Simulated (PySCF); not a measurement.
A structure optimised at PBE-D3(BJ)/def2-SVP, used in a PySCF frequency run:

```
S
O 1 1.4645
O 1 1.4645 2 122.80
N 1 1.6638 2 108.11 3 126.86
H 4 1.0269 1 111.82 2 48.86
H 4 1.0269 5 112.61 1 -126.90
O 1 1.6752 2 108.03 4 106.48
H 7 0.9822 1 106.34 2 67.42
```
Charge 0, spin multiplicity 1.

### Question
Write its SMILES, formula and point group.

### Answer
NS(=O)(=O)O, H3NO3S, Cs

### Question
What are its rotational constants (standard atomic weights)?

### Answer
4.6408, 4.5643, 4.5578 GHz
